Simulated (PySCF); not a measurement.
**C3H9FSi**

C3H9FSi is a small molecule, neutral, singlet. The structure, one conformer, was relaxed in the gas phase by PBE0-D3(BJ)/def2-SVP. No frequency run checks that it is a minimum.

SMILES: C[Si](C)(C)F

Coordinates in Å:
```
Si1     0.050    0.002   -0.423
C2      1.619    0.687    0.320
C3     -0.238   -1.772    0.082
C4     -1.426    1.079   -0.039
F5      0.243    0.014   -2.053
H6      1.538    0.753    1.417
H7      1.826    1.698   -0.064
H8      2.485    0.050    0.082
H9      0.582   -2.416   -0.272
H10    -0.290   -1.866    1.178
H11    -1.179   -2.159   -0.338
H12    -1.665    1.051    1.036
H13    -1.238    2.128   -0.317
H14    -2.314    0.735   -0.591
```

Shieldings: GIAO PBE0/pcSseg-1. Shifts are against computed references at the same level: C TMS (σ 184.4 ppm), H TMS (σ 31.27 ppm), Si TMS (σ 352.0 ppm). Core levels by delta-SCF with SCAN, pcX-2 on the ionised atom and pcseg-1 elsewhere, spin-free X2C (2p3/2 is the spin-free 2p value less a third of a first-order spin-orbit splitting); from the vacuum level, for chosen atoms.

**Question.** Give the shieldings and core levels atom by atom.

**Answer.** 
```csv
atoms,bonded to,σ (ppm),δ (ppm),core level (eV)
Si1,3 C + 1 F,309.9,42.1,2p3/2 107.10
C2 C3 C4,1 Si + 3 H,184.1,0.4,1s 290.24
F5,1 Si,358.1,-,1s 691.57
H6 H7 H8,1 C,31.10,0.16,-
H9 H10 H11,1 C,31.10,0.16,-
H12 H13 H14,1 C,31.10,0.17,-
```

Values are those of this one static structure, with the three H of a rotating XH3 group averaged; atoms that internal rotation interchanges would show their mean in an NMR spectrum.

**Question.** By CAM-B3LYP/def2-SVPD (TDDFT singlets, Tamm-Dancoff triplets, ionisation by delta-SCF), where does absorption start, and what does vertical ionisation take?

**Answer.** The lowest singlet lies at 8.21 eV (f 0.088), the strongest of the first 6 at 8.21 eV (f 0.088), the lowest triplet at 8.01 eV; vertical ionisation takes 10.92 eV.
